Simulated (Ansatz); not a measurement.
Consider the isomerisation: `N[SiH2][SiH2]CO` → `C[SiH2][SiH](N)O`.

Computed with Ansatz on PBE0-D4/def2-TZVP structures; ΔE is electronic, products minus reactants. CBS: MP2 limit from def2 TZ/QZ plus the TZ coupled-cluster correction, frozen cores. DFT in def2-TZVPP. B3LYP here is the variant with VWN-RPA as its local correlation; programs differ in this. One conformer a species, not always the lowest.

CCSD(T)/CBS gives -226.4 kJ/mol.

Q: Another level gave -227.2 kJ/mol. Which?
A. MP2/def2-TZVPP
B. SCS-MP2/def2-TZVPP
C. B3LYP-D4/def2-TZVPP
D. PBE-D4/def2-TZVPP

A: B. SCS-MP2/def2-TZVPP -227.2, PBE-D4 -209.1, B3LYP-D4 -219.9, MP2/def2-TZVPP -233.4 kJ/mol.

Largest T1 diagnostic among the species: 0.012.

From PBE to PBE0 (25 % exact exchange), in def2-TZVPP and without D4, ΔE moves by −7.2 kJ/mol.
